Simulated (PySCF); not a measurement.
Does the drawn structure hold up?

C6H13BO. Drawn bonds (atoms numbered from 1): B1–C2, C2–C3, C3–C4, C4–C5, C5–C6, C6–C7, C7–O8, C2–O8, B1–H9, B1–H10, C2–H11, C3–H12, C3–H13, C4–H14, C4–H15, C5–H16, C5–H17, C6–H18, C6–H19, C7–H20, C7–H21.

Geometry after optimisation with GFN2-xTB (Å):

```
atom  x, y, z in Å
B1     2.139   -1.152    0.440
C2     1.265   -0.187   -0.429
C3     0.951    1.302   -0.329
C4    -0.221    1.538    0.633
C5    -1.559    0.879    0.246
C6    -1.506   -0.526   -0.374
C7    -0.599   -1.518    0.363
O8     0.626   -0.889    0.658
H9     2.410   -2.199   -0.032
H10    2.747   -0.745    1.361
H11    0.959   -0.598   -1.391
H12    0.710    1.696   -1.319
H13    1.815    1.854    0.047
H14   -0.395    2.614    0.717
H15    0.081    1.186    1.621
H16   -2.072    1.520   -0.475
H17   -2.179    0.847    1.146
H18   -1.170   -0.442   -1.409
H19   -2.519   -0.936   -0.399
H20   -0.455   -2.421   -0.246
H21   -1.035   -1.808    1.326
```

Here a drawn bond counts as lost beyond 1.3 times the sum of covalent radii plus 0.1 Å; another pair counts as a new contact within 1.08 times that sum, or 1.2 times among H, C, N, O, F, S and Cl. Covalent radii used (Å): B 0.84, C 0.73, H 0.31, O 0.66.

(1) Which drawn bonds no longer describe this geometry, and which new contacts appear?

(2) How long is each drawn bond in this geometry?

Results:

(1) No drawn bond is lost. New contacts: B1–O8 (1.55 Å; radii sum 1.50 Å). The tight-binding optimisation can itself be at fault, so a check at a higher level is due before the drawing is dismissed.

(2) 
```
drawn bond  length (Å)  over radii sum
     B1–C2       1.565            1.00
     C2–C3       1.526            1.04
     C3–C4       1.535            1.05
     C4–C5       1.541            1.06
     C5–C6       1.537            1.05
     C6–C7       1.533            1.05
     C7–O8       1.409            1.01
     C2–O8       1.443            1.04
     B1–H9       1.180            1.03
    B1–H10       1.176            1.02
    C2–H11       1.090            1.05
    C3–H12       1.092            1.05
    C3–H13       1.092            1.05
    C4–H14       1.093            1.05
    C4–H15       1.091            1.05
    C5–H16       1.093            1.05
    C5–H17       1.093            1.05
    C6–H18       1.091            1.05
    C6–H19       1.092            1.05
    C7–H20       1.099            1.06
    C7–H21       1.096            1.05
```

All values are computed, not measured.
